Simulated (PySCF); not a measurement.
Species: C₈H₉O (doublet state).
Z-matrix (Å and degrees, GFN2-xTB geometry), rows numbered from 1:
```
C 
C   1  1.3288
C   2  1.4456  1  125.76
C   3  1.3603  2  127.42  1   174.93
C   4  1.4936  3  129.85  2    -3.40
O   5  1.4171  4  112.25  3  -109.59
C   4  1.5095  3  109.64  2  -179.80
C   7  1.4741  4  101.04  3    -0.56
C   8  1.3212  7  113.44  4     0.20
H   1  1.0762  2  122.54  3    -0.31
H   1  1.0765  2  121.35  3   179.83
H   2  1.0835  1  119.10  3   179.86
H   5  1.0944  4  110.34  3   133.80
H   5  1.0985  4  110.77  3    13.90
H   6  0.9638  5  108.56  4    57.42
H   7  1.0911  4  111.68  3  -120.23
H   7  1.0914  4  111.55  3   119.61
H   9  1.0715  3  124.07  2    -0.53
```

The hyperfine couplings belong to this conformer and change with its torsions.

As a line formula: `C=CC1=C(CO)C[C]=C1` [radical].

The calculation used UKS B3LYP, pcH-1 on C H O, non-relativistic, mean-field spin-orbit, GIAO in PySCF 2.14.0. One conformer (not necessarily the lowest) at the GFN2-xTB geometry, without solvent, vibrations or thermal averaging. The geometry wasn't refined by DFT: couplings that depend on bond lengths, twists or pyramidal angles can differ widely from those at the functional's own minimum. Stability of the SCF solution: not tested.

Task: Give the principal g shifts and their parts.

Result: 
| Δg (ppm) | 1 | 2 | 3 |
| --- | --- | --- | --- |
| relativistic mass correction | -165 | -165 | -165 |
| gauge correction | 28 | 12 | -38 |
| orbital Zeeman/spin–orbit | -740 | -12 | 747 |
| total | -877 | -165 | 545 |

So g = 2.00144, 2.00215, 2.00286 and g_iso = 2.00215; the tensor is rhombic: the two nearest values differ by 50 % of g3 − g1. Axes: g1 points within 10° of the C9–H18 bond.

Task: Average each term over the three axes. Which is largest in size?

Result: The mass correction -165, the orbital-Zeeman/spin–orbit term -2 and the gauge correction 1 ppm, for a total of -165 ppm. The mass correction is the largest in size. The mass correction is the same along every axis, so the anisotropy comes from the other two: their spans along these axes are 65 (gauge) and 1487 ppm (orbital Zeeman/spin–orbit).

Task: At 9.457 GHz, how far is the centre of the isotropic spectrum from where a free electron (g = 2.002319) resonates?

Result: B = hν/(g μB) with μB/h = 13.99624 MHz/mT gives 337.45 mT for the free electron and 337.48 mT at g_iso, 0.03 mT higher.

Task: What effective moment and Curie constant follow for a powder?

Result: With the mean of g² = 4.0086 and S(S+1) = 0.75: μ_eff = √(⟨g²⟩S(S+1)) = 1.734 μB and χT = 0.12505·⟨g²⟩·S(S+1) = 0.376 cm³ K/mol (cgs; spin-Hamiltonian part alone).

Task: In a frozen sample, at which fields do the three g values resonate at 9.5, 34, 94 and 263 GHz (hyperfine left aside), and which band first spreads them over more than twice a line width of 1.0 mT?

Result: 
```csv
band,GHz,B(g3) mT,B(g2) mT,B(g1) mT,spread mT
X,9.5,338.89,339.01,339.13,0.24
Q,34.0,1212.87,1213.30,1213.74,0.86
W,94.0,3353.24,3354.43,3355.62,2.38
J,263.0,9381.94,9385.27,9388.60,6.66
```

The spread grows in proportion to the frequency. W band is the first where it exceeds 2.0 mT.

The Mulliken spin populations are largest on C8 (+1.03), C9 (-0.13) and C3 (+0.08). No atom but C8 exceeds +0.15. The positive populations add up to 1.15 and the negative ones to -0.15, together 2S = 1.

The HOMO–LUMO gaps are 4.79 eV among the α and 3.34 eV among the β orbitals.
